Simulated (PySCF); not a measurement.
**Excitation energy of Be⁺ by level of theory**

Be⁺ [He] 2s1 (2S) → Be⁺ [He] 3d1 (2D), as a difference of total energies. Computed with PySCF 2.14 in aug-cc-pCVDZ (5s4p2d, 27 functions), with no relativity, point nucleus. Correlated levels: valence and next inner shell: nothing frozen. The calculations carry no spin-orbit coupling.

```json
{"method": "UHF", "excitation energy (eV)": "12.382"}
{"method": "LDA", "excitation energy (eV)": "11.998"}
{"method": "PBE", "excitation energy (eV)": "11.897"}
{"method": "PBE0", "excitation energy (eV)": "12.041"}
{"method": "r2SCAN", "excitation energy (eV)": "11.900"}
{"method": "MN15", "excitation energy (eV)": "12.311"}
{"method": "CAM-B3LYP", "excitation energy (eV)": "12.373"}
{"method": "SCS-MP2 (valence and next inner shell)", "excitation energy (eV)": "12.406"}
```

Task: Estimate what MP2 (valence and next inner shell) gives.

Result: 12.409 eV, closest to SCS-MP2 (valence and next inner shell) among the rows shown.

Task: Estimate what r2SCANh gives.

Result: 11.969 eV, closest to LDA among the rows shown.

Errors of the correlated levels include the incompleteness of this basis.

The promoted electron is Rydberg-like, and one or two diffuse shells describe it only roughly, which tends to raise the upper state.

For comparison: 12.157 eV (measured; NIST levels, between the centres of gravity of the two terms).
